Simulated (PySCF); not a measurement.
C6H15Sb (SMILES C[CH2][Sb]([CH2]C)[CH2]C), singlet, geometry from GFN2-xTB (all electrons, no relativity). Base run: PBE0/3-21G run with PySCF.

Here is a job for PySCF.
```python
from pyscf import gto, scf, dft

mol = gto.Mole()
mol.atom = '''
    Sb    0.107259   -0.119926    0.766488
    C     1.549520    1.079966   -0.400794
    C     1.002714    1.775886   -1.629109
    H     2.357572    0.401444   -0.672036
    H     1.958549    1.817020    0.289636
    H     0.203233    2.464352   -1.363308
    H     0.617101    1.060691   -2.352168
    H     1.791356    2.350671   -2.116304
    C    -1.707279    0.295727   -0.397062
    C    -2.463733    1.497534    0.133561
    H    -2.328377   -0.597134   -0.331102
    H    -1.436502    0.448526   -1.438996
    H    -1.848662    2.394677    0.091276
    H    -2.761776    1.341685    1.168956
    H    -3.363189    1.676436   -0.455861
    C     0.538084   -2.028160   -0.241255
    C     0.501317   -1.987313   -1.754222
    H    -0.187637   -2.747755    0.136275
    H     1.522244   -2.342312    0.105120
    H     1.234795   -1.284203   -2.142518
    H    -0.484457   -1.698569   -2.112127
    H     0.731827   -2.971142   -2.164417
'''
mol.basis = '3-21g'
mol.charge = 0
mol.spin = 0
mol.verbose = 4
mol.build()

mf = dft.RKS(mol)
mf.xc = 'pbe0'
mf.kernel()
mf.analyze()
```

Each row names what was changed in the base input (with any setting that the change needs).

```
change                                                                                        basis functions       E (Eh)  HOMO (eV)  HOMO-LUMO gap (eV)  dipole (D)                outcome
--------------------------------------------------------------------------------------------  ---------------  -----------  ---------  ------------------  ----------  ---------------------
base                                                                                                      115  -6523.97026      -5.85                6.51        1.12              converged
basis = ANO-RCC-VDZP; relativity = spin-free X2C; nucleus = Gaussian (with mol.nucmod = 'G')                -            -          -                   -           -  cut at the time limit
basis = ANO-RCC-VDZP; relativity = none                                                                     -            -          -                   -           -  cut at the time limit
basis = ANO-RCC-VDZP; relativity = spin-free X2C                                                            -            -          -                   -           -  cut at the time limit
basis = x2c-SVPall; relativity = none                                                                     195  -6401.58109      -6.09                6.08        2.22              converged
basis = x2c-SVPall; relativity = spin-free X2C                                                            195  -6717.12381      -6.12                6.62        0.87              converged
```

Total energies compare only within one method and basis.

Basis sets contracted for a relativistic Hamiltonian are a mismatch without it, so the rows without relativity aren't non-relativistic limits. No row has spin-orbit coupling; sets with core potentials leave out the core electrons.
